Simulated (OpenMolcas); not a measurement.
# Ni2+: effect of the metal basis

Ni2+ with 6 ligands (oxide) in octahedral coordination (Oh) at 2.07 Å. A charge of +1.67 e stands 3.2 Å behind each ligand.

```json
{
 "Program": "OpenMolcas 26.06",
 "Method": "SS-CASPT2, IPEA 0.25 Eh, imaginary shift 0.1 Eh (closed shells correlated: 3s 3p and the ligand valence shells)",
 "Spin-orbit coupling": "RASSI with atomic mean-field integrals over the reference wave functions"
}
```

Fixed: ligand basis ANO-RCC-VDZP, active space 8 electrons in 5 orbitals (3d), DKH2 Hamiltonian.

States (labels of O, the rotations of Oh). Energies in cm-1 above the lowest state or level, χT in cm3 K/mol.

| Run | Metal basis | Ground state | First state of that spin | First gap with spin-orbit (degeneracies) | χT at 300 K | First state of another spin | Cost |
| --- | --- | --- | --- | --- | --- | --- | --- |
| A | ANO-RCC-VDZP | 3A2 | 3T2 6040 | 5710 (3, 2) | 1.507 | 1E 13990 | roughly 50 core-seconds |
| B | ANO-RCC-VTZP | 3A2 | 3T2 5980 | 5640 (3, 2) | 1.509 | 1E 13110 | roughly 100 core-seconds |

Against A, the first state of the same spin changes by -1.0 % in B.

Costs are those of the CASPT2 steps.

Roots that are degenerate in the reference are averaged as groups; the widest CASPT2 spread within a group is 81 cm-1 (the 2-fold group of multiplicity 1 near 31200 cm-1 above the lowest state of its run, A). Shifts and gaps below about the spread of the groups concerned are not significant. Over all roots computed the reference weight is 0.62 to 0.63 in A, 0.59 to 0.61 in B; a low but even weight reflects the number of correlated electrons. The oxide ions are held by bare point charges, a crude embedding. A single d shell leaves out the double-shell effect, which counts most for late 3d ions, where the CASPT2 field can be off either way by tens of per cent. Ligand-to-metal charge-transfer states are missing. With oxide or sulfide held by bare charges the field of late divalent 3d ions can come out several times too small, and g and χT far too large. These CASPT2 states fit no ligand-field parameters well, so their order and spin gaps are uncertain. For late 3d ions with one d shell CASPT2 can put B and the spin-flip bands somewhat low as well as high. With one d shell and no ligand orbital active, 10Dq can be off by tens of per cent for divalent 3d ions, low with halides held by bare charges and at times high in hosts, and the orbital part of g and χT goes as 1/10Dq. Free-ion shares, where given, are those of the reference states; single-state CASPT2 does not remix them. No measured value stands beside these numbers; the geometry is a model, was not optimised and need not be the one that this ion takes.
